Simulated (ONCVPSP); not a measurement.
**Pseudopotential generation for sulfur: ONCV, PBE, scalar-relativistic.**

Input for ONCVPSP 4.0.1:

```
# ATOM AND REFERENCE CONFIGURATION
# atsym  z   nc   nv     iexc    psfile
  S 16.00    3    2        4      upf
#
#   n    l    f
    1    0    2.00
    2    0    2.00
    2    1    6.00
    3    0    1.00
    3    1    5.00
#
# PSEUDOPOTENTIAL AND OPTIMIZATION
# lmax
    2
#
#   l,   rc,      ep,       ncon, nbas, qcut
    0    1.40    0.00    4    8    4.20
    1    1.75    0.00    3    6    4.10
    2    1.95    0.31    4    8    5.30
#
# LOCAL POTENTIAL
# lloc, lpopt,  rc(5),   dvloc0
    4    5    1.30    0.00
#
# VANDERBILT-KLEINMAN-BYLANDER PROJECTORs
# l, nproj, debl
    0    2    0.50
    1    3    2.80
    2    2    2.40
#
# MODEL CORE CHARGE
# icmod, fcfact, rcfact
    3    5.75    1.55
#
# LOG DERIVATIVE ANALYSIS
# epsh1, epsh2, depsh
   -2.00    5.00    0.02
#
# OUTPUT GRID
# rlmax, drl
    6.00    0.01
#
# TEST CONFIGURATIONS
# ncnf
    4
# nvcnf
#   n    l    f
    2
    3    0    2.00
    3    1    4.00
#
    2
    3    0    2.00
    3    1    3.00
#
    2
    3    0    2.00
    3    1    2.00
#
    2
    3    0    2.00
    3    1    3.50
#
```

Command:

```bash
oncvpsp.x < S.dat > S.out
```

Output (shortened: citation, most of the input echo, consistency checks and plot data are left out):

```
ONCVPSP  (Optimized Norm-Conservinng Vanderbilt PSeudopotential)
scalar-relativistic version 4.0.1

#   n    l    f        energy (Ha)
    1    0    2.00    -8.8470652E+01
    2    0    2.00    -7.8331325E+00
    2    1    6.00    -5.8039557E+00
    3    0    1.00    -6.5900997E-01
    3    1    5.00    -2.7783898E-01

Reference configufation results
  iterations    24
  all-electron total energy (Ha)   -3.98666981D+02

Begin loop to  construct optimized pseudo wave functions
and semi-local pseudopoentials for all angular momenta

WARNING wellstate: negative energy specified for n= 4 l=  0
WARNING scattering state with energy  0.25000000
WARNING will be used for the first projector

   Wellstate for l =  0  n =  4
     eigenvalue =   0.2500
     asymptotic potential =   0.7500
     half-point radius =  5.1472

Calculating optimized projector #   1

 for l=   0

    Fraction of norm inside rc  0.366405
    Optimizing pswf for qcut=   4.20 a_B^-1,  ecut=   8.83 Ha
    Residual kinetic energy error=  7.45D-03 Ha

    Energy error per electron        Cutoff
         Ha          eV             Ha
         0.01000     0.27211        8.31
         0.00100     0.02721       37.02
         0.00010     0.00272       81.58
         0.00001     0.00027       94.76

Calculating optimized projector #   2

 for l=   0

    Fraction of norm inside rc  0.084349
    Optimizing pswf for qcut=   4.20 a_B^-1,  ecut=   8.83 Ha
    Residual kinetic energy error=  3.32D-03 Ha

    Energy error per electron        Cutoff
         Ha          eV             Ha
         0.01000     0.27211        6.70
         0.00100     0.02721       12.78
         0.00010     0.00272       76.31
         0.00001     0.00027      120.59

   Wellstate for l =  1  n =  5
     eigenvalue =   2.5222
     asymptotic potential =   3.0222
     half-point radius =  3.4615

   Wellstate for l =  1  n =  6
     eigenvalue =   5.3222
     asymptotic potential =   5.8222
     half-point radius =  3.2235

Calculating optimized projector #   1

 for l=   1

    Fraction of norm inside rc  0.431403
    Optimizing pswf for qcut=   4.11 a_B^-1,  ecut=   8.44 Ha
    Residual kinetic energy error=  6.27D-05 Ha

    Energy error per electron        Cutoff
         Ha          eV             Ha
         0.01000     0.27211        4.14
         0.00100     0.02721        5.82
         0.00010     0.00272        7.64
         0.00001     0.00027       34.81

Calculating optimized projector #   2

 for l=   1

    Fraction of norm inside rc  0.118054
    Optimizing pswf for qcut=   4.11 a_B^-1,  ecut=   8.44 Ha
    Residual kinetic energy error=  3.16D-04 Ha

    Energy error per electron        Cutoff
         Ha          eV             Ha
         0.01000     0.27211        6.14
         0.00100     0.02721        7.38
         0.00010     0.00272       14.49
         0.00001     0.00027       43.94

Calculating optimized projector #   3

 for l=   1

    Fraction of norm inside rc  0.123114
    Optimizing pswf for qcut=   4.11 a_B^-1,  ecut=   8.44 Ha
    Residual kinetic energy error=  4.55D-02 Ha

    Energy error per electron        Cutoff
         Ha          eV             Ha
         0.01000     0.27211        9.67
         0.00100     0.02721       14.68
         0.00010     0.00272       27.60
         0.00001     0.00027       70.33

   Wellstate for l =  2  n =  3
     eigenvalue =   0.3100
     asymptotic potential =   0.8100
     half-point radius =  3.4940

   Wellstate for l =  2  n =  5
     eigenvalue =   2.7100
     asymptotic potential =   3.2100
     half-point radius =  3.5864

Calculating optimized projector #   1

 for l=   2

    Fraction of norm inside rc  0.415708
    Optimizing pswf for qcut=   5.30 a_B^-1,  ecut=  14.03 Ha
    Residual kinetic energy error=  7.05D-04 Ha

    Energy error per electron        Cutoff
         Ha          eV             Ha
         0.01000     0.27211        9.89
         0.00100     0.02721       13.60
         0.00010     0.00272       49.60
         0.00001     0.00027       62.92

Calculating optimized projector #   2

 for l=   2

    Fraction of norm inside rc  0.185067
    Optimizing pswf for qcut=   5.30 a_B^-1,  ecut=  14.03 Ha
    Residual kinetic energy error=  2.40D-02 Ha

    Energy error per electron        Cutoff
         Ha          eV             Ha
         0.01000     0.27211       16.22
         0.00100     0.02721       52.36
         0.00010     0.00272       78.48
         0.00001     0.00027       88.75

Construct Vanderbilt / Kleinmman-Bylander projectors

B matrix Hermiticity error, ll=   0
   1   2    4.0502E-05

  Orthonormal projector coefficients  1.3036E+01  3.6225E+00

B matrix Hermiticity error, ll=   1
   1   2   -1.3845E-04
   1   3    1.6262E-04
   2   3    1.3775E-04

  Orthonormal projector coefficients  4.1438E+00  1.3685E+00  2.9153E-01

B matrix Hermiticity error, ll=   2
   1   2   -6.4450E-05

  Orthonormal projector coefficients -3.5854E+00 -1.0471E+00

Model core correction analysis
  based on d2Exc/dn_idn_j

d2excae - all-electron derivatives

   -3.675280D-02   -2.979551D-02
   -2.979658D-02   -2.732108D-02

d2excps - pseudofunction derivatives with no core correction

   -3.888727D-02   -3.136922D-02
   -3.137110D-02   -2.831546D-02

rms 2nd derivative error    1.620219E-03

rmatch, rhocmatch    0.9302    1.8384

Teter function model core charge with specified parameters

d2excps - pseudofunction derivatives with core correction

   -3.299264D-02   -2.758204D-02
   -2.758293D-02   -2.599306D-02

rms 2nd derivative error    2.534864E-03

Pseudoatom total energy   -9.801591

Diagnostic tests using Vanderbilt-Kleinman-Bylander pseudopotentials
  1 or more projectors used as specified by nproj input data

   l    rcore       rmatch      e in        delta e   norm test  slope test

   0   1.4055085   1.4481828  -0.6590100  -0.0000055   1.0000405   1.0001294
   0   1.4055085   1.4481828   0.2500000   0.0000039   1.0001393   1.0001393

   1   1.7537140   1.8069606  -0.2778390   0.0000128   1.0000454   1.0002086
   1   1.7537140   1.8069606   2.5221610   0.0000195   1.0001771   1.0001771
   1   1.7537140   1.8069606   5.3221610   0.0002450   1.0002518   1.0002518

   2   1.9530908   2.0123909   0.3100000   0.0000029   1.0000246   1.0000246
   2   1.9530908   2.0123909   2.7100000   0.0000328   1.0000957   1.0000957

 Testing for bound ghosts
   n   l    E NL Schr. Eq   E Basis Diag.   E Cutoff

   1   0       -0.659015       -0.651330    131.93

   2   1       -0.277826       -0.271552     71.91

 Testing for highly-localized positive-energy ghosts
       l    <radius>/rc     E Basis Diag.   E Cutoff

       0        0.854670        6.255668    131.93  WARNING - GHOST(+)

Test configuration 0

   n   l     f        eae           eps        diff
   1   0  2.0000  -88.47065181
   2   0  2.0000   -7.83313254
   2   1  6.0000   -5.80395573
   3   0  1.0000   -0.65900997   -0.65901545   -5.49D-06
   3   1  5.0000   -0.27783898   -0.27782623    1.28D-05

    Total energies and differences
      AE_ref= -3.98666981D+02  AE_tst= -3.98666981D+02  dif=  0.00D+00
      PS_ref= -9.80159053D+00  PS_tst= -9.80159053D+00  dif=  3.02D-14
      PSP excitation error= -3.02D-14

Test configuration 1

   n   l     f        eae           eps        diff
   1   0  2.0000  -88.41652986
   2   0  2.0000   -7.78014389
   2   1  6.0000   -5.75147815
   3   0  2.0000   -0.63416348   -0.63403418    1.29D-04
   3   1  4.0000   -0.25756665   -0.25751913    4.75D-05

    Total energies and differences
      AE_ref= -3.98666981D+02  AE_tst= -3.99045897D+02  dif= -3.79D-01
      PS_ref= -9.80159053D+00  PS_tst= -1.01804848D+01  dif= -3.79D-01
      PSP excitation error= -2.17D-05

Test configuration 2

   n   l     f        eae           eps        diff
   1   0  2.0000  -88.85691563
   2   0  2.0000   -8.21160838
   2   1  6.0000   -6.18387562
   3   0  2.0000   -1.01539259   -1.01509013    3.02D-04
   3   1  3.0000   -0.61723853   -0.61693803    3.01D-04

    Total energies and differences
      AE_ref= -3.98666981D+02  AE_tst= -3.98613400D+02  dif=  5.36D-02
      PS_ref= -9.80159053D+00  PS_tst= -9.74812024D+00  dif=  5.35D-02
      PSP excitation error=  1.11D-04

Test configuration 3

   n   l     f        eae           eps        diff
   1   0  2.0000  -89.38912480
   2   0  2.0000   -8.72563029
   2   1  6.0000   -6.69971000
   3   0  2.0000   -1.44776377   -1.44745346    3.10D-04
   3   1  2.0000   -1.02822291   -1.02770844    5.14D-04

    Total energies and differences
      AE_ref= -3.98666981D+02  AE_tst= -3.97794495D+02  dif=  8.72D-01
      PS_ref= -9.80159053D+00  PS_tst= -8.92959278D+00  dif=  8.72D-01
      PSP excitation error=  4.88D-04

Test configuration 4

   n   l     f        eae           eps        diff
   1   0  2.0000  -88.62439877
   2   0  2.0000   -7.98459843
   2   1  6.0000   -5.95629888
   3   0  2.0000   -0.81739696   -0.81718359    2.13D-04
   3   1  3.5000   -0.43009956   -0.42994163    1.58D-04

    Total energies and differences
      AE_ref= -3.98666981D+02  AE_tst= -3.98874653D+02  dif= -2.08D-01
      PS_ref= -9.80159053D+00  PS_tst= -1.00092778D+01  dif= -2.08D-01
      PSP excitation error=  1.50D-05
```

The run took about 3.2 s on one core of a shared server CPU.
